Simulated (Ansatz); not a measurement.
Gas-phase electronic energies from Ansatz, PBE0-D4/def2-TZVP geometries. CCSD(T)/CBS is the MP2 limit (def2-TZVPP, def2-QZVPP) plus CCSD(T) − MP2 in def2-TZVPP, frozen cores. This one scheme is used for every species. DFT in def2-TZVPP. Elements past krypton have def2 core potentials. For In outer-core shells are correlated without core-valence functions, which leaves a few kJ/mol of doubt a bond. Each species was taken in one conformer, which may not be the lowest.

`C[O][In]([OH])[OH]` + H₂S → `[OH][In]([OH])[SH]` + CH₃OH  (ligand exchange at the In–O bond)

| level | ΔE (eV) |
| --- | --- |
| r2SCAN | -0.79 |
| MP2/def2-TZVPP | -0.77 |

(1) What does CCSD(T)/CBS give? (Estimate.)

Largest T1 diagnostic among the species: 0.017.

Answers

(1) Ansatz gave: -0.75 eV. The listed levels differ from it by -0.04, -0.02 eV.

In def2-TZVPP, CCSD(T) changes the Hartree–Fock value by +0.09 eV (the triples alone add +0.01 eV) and MP2 by +0.06 eV. From PBE to PBE0 (25 % exact exchange), in def2-TZVPP and without D4, ΔE moves by −0.07 eV.
